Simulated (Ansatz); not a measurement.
`FC[SiH](F)[SiH3]`, charge 0, multiplicity 1.

Q: Give a relaxed structure at PBE0-D4/def2-TZVP (Ansatz). (Best estimate.)

A: Ansatz gave: 
Z-matrix (Å, degrees):
```
C
Si 1 1.894
F 1 1.394 2 108.0
H 1 1.095 2 111.7 3 119.2
H 1 1.095 2 112.2 3 -119.3
Si 2 2.344 1 111.1 3 -54.3
F 2 1.609 1 106.5 3 -174.4
H 2 1.487 1 109.5 3 69.5
H 6 1.486 2 109.3 1 67.6
H 6 1.487 2 110.1 1 -52.4
H 6 1.487 2 109.9 1 -172.6
```
This is one stationary point; other conformers may exist.
